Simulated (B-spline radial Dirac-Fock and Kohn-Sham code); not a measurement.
**Cu¹⁴⁺: eigenvalues, ΔSCF and the reference**

System: Cu¹⁴⁺ in the configuration 1s2 2s2 2p6 3s2 3p3.

The density-functional columns are spherical, spin-unpolarised Dirac-Kohn-Sham results without Breit or QED terms: −ε is minus the orbital energy of the initial state and ΔSCF the difference of two total energies. The reference in the last column comes from Dirac-Fock energy differences between relaxed states, corrected for Breit and QED terms. All numbers are from an atomic code on a B-spline grid, in eV; a selection of levels is shown. For the 1s level of heavy atoms much of the gap between ΔSCF and the reference is the Breit and QED part, -16.4 eV here; for other levels the error of the functional can be larger.

```
level  LDA −ε  LDA ΔSCF  Dirac-Fock
    K  9304.9    9500.5      9485.6
   L1  1525.6    1570.7      1594.7
   L3  1377.3    1428.6      1427.9
   M1   502.5     520.9       521.5
 M2,3   458.8     477.4       475.4
```

Values without a named source are computed, but for edge energies of neutral atoms, which are taken from tables.
